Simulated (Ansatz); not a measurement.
Program: Ansatz. Geometries: PBE0-D4/def2-TZVP. ΔE: electronic, gas phase. CCSD(T)/CBS adds triple-zeta CCSD(T) − MP2 to the extrapolated MP2 energy (def2 sets, frozen cores). DFT in def2-TZVPP. B3LYP here is the variant with VWN-RPA as its local correlation; programs differ in this. def2 core potentials past Kr. For Ga, Te outer-core shells are correlated without core-valence functions, which leaves a few kJ/mol of doubt a bond. Scalar relativity is left out up to krypton. Each species was taken in one conformer, which may not be the lowest.

Reaction (ligand exchange at a B–Te bond): `B[Te][SiH2]N` + `[OH][Ga]([Cl])[O][SiH3]` → `B[O][Ga]([Cl])[O][SiH3]` + `N[SiH2][TeH]`

`B[Te][SiH2]N`:

Cartesian coordinates in Å:
```
B 0.639 -0.298 -2.071
Te -1.329 0.257 -1.585
Si -1.025 0.315 0.936
N 0.547 -0.031 1.516
H 1.452 -0.469 -1.218
H 0.889 -0.429 -3.229
H -1.397 1.684 1.369
H -1.963 -0.688 1.496
H 1.287 0.633 1.347
H 0.899 -0.973 1.438
```

`[OH][Ga]([Cl])[O][SiH3]`:

Cartesian coordinates in Å:
```
O -0.200 -0.008 -2.962
Ga 0.395 0.365 -1.344
Cl 2.078 1.622 -1.104
O -0.422 -0.316 0.064
Si -0.253 -0.273 1.695
H -0.967 -0.587 -2.947
H 1.034 -0.895 2.109
H -0.286 1.127 2.196
H -1.379 -1.034 2.291
```

`B[O][Ga]([Cl])[O][SiH3]`:

```xyz
11

B     0.086    0.829    1.998
O     0.339    1.764    1.062
Ga    0.485    1.455   -0.692
Cl    1.102    3.052   -1.916
O     0.121   -0.102   -1.406
Si   -0.401   -1.614   -1.043
H     0.000    1.186    3.140
H    -0.049   -0.333    1.697
H    -1.688   -1.564   -0.299
H    -0.601   -2.341   -2.321
H     0.607   -2.332   -0.219
```

`N[SiH2][TeH]`:

Z-matrix (Å, degrees):
```
Si
Te 1 2.513
N 1 1.714 2 118.0
H 1 1.483 2 102.2 3 -120.1
H 1 1.482 2 108.8 3 121.4
H 2 1.658 1 91.9 3 -68.0
H 3 1.008 1 118.5 2 81.9
H 3 1.008 1 119.5 2 -57.9
```

| level | ΔE (kcal/mol) | difference from CCSD(T)/CBS |
| --- | --- | --- |
| PBE-D4 | -11.9 | 1.7 |
| r2SCAN-D4 | -13.6 | 0.0 |
| B3LYP-D4 | -15.9 | -2.3 |
| ωB97X-V | -16.0 | -2.4 |
| ωB97M-V | -16.2 | -2.6 |
| B2PLYP | -15.2 | -1.6 |
| PBE | -12.0 | 1.6 |
| PBE0 | -13.4 | 0.2 |
| B3LYP | -16.1 | -2.5 |
| MP2/def2-TZVPP | -13.0 | 0.6 |
| SCS-MP2/def2-TZVPP | -14.8 | -1.2 |
| CCSD(T)/def2-TZVPP | -14.4 | -0.8 |
| MP2/def2-QZVPP | -12.7 | 0.9 |
| SCS-MP2/def2-QZVPP | -14.6 | -1.0 |
| MP2/CBS(def2) | -12.2 | 1.4 |
| CCSD/CBS(def2) | -14.8 | -1.2 |
| CCSD(T)/CBS | -13.6 | 0 |

Largest T1 diagnostic among the species: 0.014.

From PBE to PBE0 (25 % exact exchange), in def2-TZVPP and without D4, ΔE moves by −1.4 kcal/mol. In def2-TZVPP, CCSD(T) changes the Hartree–Fock value by +6.2 kcal/mol (the triples alone add +1.2 kcal/mol) and MP2 by +7.6 kcal/mol.
